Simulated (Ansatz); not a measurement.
`[ZnH][CH2]C1CO1` + `C[SiH2]O` → `C[SiH2][O][ZnH]` + `CC1CO1`  (ligand exchange at a Zn–C bond)

Isolated molecules relaxed with PBE0-D4/def2-TZVP in Ansatz; ΔE leaves out vibrations. CBS: MP2 limit from def2 TZ/QZ plus the TZ coupled-cluster correction, frozen cores. This one scheme is used for every species. Functionals use def2-TZVPP. For Zn outer-core shells are correlated without core-valence functions, which leaves a few kJ/mol of doubt a bond. Scalar relativity is left out up to krypton. Each species was taken in one conformer, which may not be the lowest.

| level | ΔE (kcal/mol) | difference from CCSD(T)/CBS |
| --- | --- | --- |
| PBE0-D4 | -19.8 | 1.6 |
| ωB97X-V | -21.4 | 0.0 |
| ωB97M-V | -19.9 | 1.5 |
| PBE | -19.4 | 2.0 |
| HF/def2-TZVPP | -26.8 | -5.4 |
| MP2/def2-TZVPP | -20.8 | 0.6 |
| CCSD/def2-TZVPP | -21.9 | -0.5 |
| CCSD(T)/def2-TZVPP | -20.9 | 0.5 |
| HF/def2-QZVPP | -27.8 | -6.4 |
| SCS-MP2/def2-QZVPP | -22.8 | -1.4 |
| CCSD(T)/CBS | -21.4 | 0 |

Largest T1 diagnostic among the species: 0.015.

From PBE to PBE0 (25 % exact exchange), in def2-TZVPP and without D4, ΔE moves by −0.7 kcal/mol. The D4 term adds +0.8 kcal/mol with B3LYP and +0.4 kcal/mol with PBE0; it sums over pairs of atoms, weighted by their polarisabilities, and B3LYP, whose exchange is more repulsive, gets the larger term.

B3LYP here is the variant with VWN-RPA as its local correlation; programs differ in this.
